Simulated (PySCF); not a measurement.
Correlation energy of Tm²⁺ (thulium, charge +2)

[Xe] 4f13, 2F determinant. Computed with PySCF 2.14 in cc-pwCVTZ-X2C with one added diffuse shell of g type (12s11p9d7f5g1h, 195 functions), with scalar relativity by spin-free X2C-1e. Frozen: [Ar] 3d10; 39 electrons correlated.

MP2 pair energies summed by pair of shells (mhartree):

```json
{"pair": "4f-4f", "energy": "-732.51", "share (%)": "30.0"}
{"pair": "4d-4f", "energy": "-482.36", "share (%)": "19.7"}
{"pair": "4f-5p", "energy": "-338.82", "share (%)": "13.9"}
{"pair": "4d-4d", "energy": "-145.26", "share (%)": "5.9"}
{"pair": "4p-4f", "energy": "-144.85", "share (%)": "5.9"}
{"pair": "5p-5p", "energy": "-134.34", "share (%)": "5.5"}
{"pair": "4p-4d", "energy": "-109.92", "share (%)": "4.5"}
{"pair": "4f-5s", "energy": "-81.57", "share (%)": "3.3"}
{"pair": "4d-5p", "energy": "-65.93", "share (%)": "2.7"}
{"pair": "5s-5p", "energy": "-38.11", "share (%)": "1.6"}
{"pair": "4s-4f", "energy": "-35.29", "share (%)": "1.4"}
{"pair": "4s-4d", "energy": "-28.62", "share (%)": "1.2"}
{"pair": "4d-5s", "energy": "-28.37", "share (%)": "1.2"}
{"pair": "4p-4p", "energy": "-27.45", "share (%)": "1.1"}
{"pair": "4s-4p", "energy": "-15.32", "share (%)": "0.6"}
{"pair": "4p-5p", "energy": "-14.18", "share (%)": "0.6"}
{"pair": "5s-5s", "energy": "-7.20", "share (%)": "0.3"}
{"pair": "4p-5s", "energy": "-7.20", "share (%)": "0.3"}
{"pair": "4s-5p", "energy": "-2.58", "share (%)": "0.1"}
{"pair": "4s-4s", "energy": "-2.54", "share (%)": "0.1"}
{"pair": "4s-5s", "energy": "-1.18", "share (%)": "0.0"}
```

Total MP2 correlation energy: -2443.6 mhartree.

Same-spin part -907.60 and opposite-spin part -1536.0 mhartree; SCS-MP2 scales them by 1/3 and 6/5 to -2145.7 mhartree.
